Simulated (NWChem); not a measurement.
# SiH$_{3}$SO$_{2}$F; SMILES O[Si](O)(F)S

```xyz
8

O     -1.2827    -0.9628     0.7980
Si     0.0550    -0.3367     0.0753
O      1.3797    -0.9052     0.8545
F      0.0937    -0.7940    -1.4697
S      0.0006     1.7896     0.1485
H     -2.1305    -0.8171     0.3544
H      1.3867    -1.8577     1.0321
H      0.9442     1.9834    -0.7983
```
Atoms are numbered in this order, from 1.

STO-3G and 3-21G are far too small for this property and stand as cheap habits. Geometry: optimised at B3LYP/6-31G* (spherical d).

Problem. Give the principal values of the shielding tensors (ppm) of O1, Si2, O3, F4, S5 from Hartree-Fock/STO-3G, GIAO (NWChem), with their diamagnetic and paramagnetic parts as GIAO splits them.

Solution. 
```csv
atom,σ11,σ22,σ33,isotropic,diamagnetic,paramagnetic
O1,347.8,440.2,530.9,439.7,380.6,59.0
Si2,541.1,556.7,561.4,553.1,866.3,-313.2
O3,354.8,448.9,528.0,443.9,380.1,63.8
F4,430.2,604.2,625.4,553.3,458.1,95.2
S5,844.1,950.0,1135.0,976.4,1043.9,-67.5
```
